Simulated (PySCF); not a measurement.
[MoO3F]- (charge -1 and singlet state).
Bonds: Mo1–O2, Mo1–O3, Mo1–O4, Mo1–F5.

Computed by this run: PBE0-D3(BJ)/def2-SVP geometry optimisation, gas phase, def2 core potentials past Kr in PySCF 2.14.0; density fitting, grid level 1; the optimiser is geomeTRIC in internal coordinates, started from a GFN2-xTB structure with every atom displaced at random (about 0.03 Å).

Geometry at step 3:
```
atom  x, y, z in Å
Mo1     0.0360    0.0124    0.0053
O2      0.0217   -0.0320    1.7156
O3      1.6511   -0.0012   -0.5680
O4     -0.7690    1.4247   -0.5434
F5     -0.8650   -1.5143   -0.6716
```

Q: Give the atomic forces at this geometry.

A: 
```tsv
atom	Fx (eV/Å)	Fy (eV/Å)	Fz (eV/Å)
Mo1	-0.041	0.112	-0.169
O2	0.018	-0.021	0.130
O3	-0.032	0.008	0.028
O4	0.043	-0.076	0.024
F5	0.012	-0.022	-0.012
```

The largest, 0.21 eV/Å, acts on Mo1; the rms over all components is 0.069 eV/Å. The forces sum to zero within rounding, as they must for an isolated molecule in no field.

Q: Give the force on Mo1 in Eh/bohr and in nN.

A: 0.207 eV/Å ÷ 51.422 = 0.00402 Eh/bohr, and 0.207 eV/Å × 1.602 = 0.33 nN.

Q: How far is this geometry from the end of the optimisation?

A: 0.005 eV above it, and 0.003 Å rms away after alignment. The bonds farthest from their final lengths, with half the difference of the two atoms' forces along the bond (positive lengthens):

```csv
bond,now (Å),final (Å),force along bond (eV/Å)
Mo1–O2,1.711,1.714,+0.15
Mo1–O4,1.716,1.714,-0.13
```

What follows is the cost of the whole optimisation. Hardware: an Arm Neoverse V1 with one thread (shared host). Cost: 34 s of wall time, 0.34 GiB resident at most.
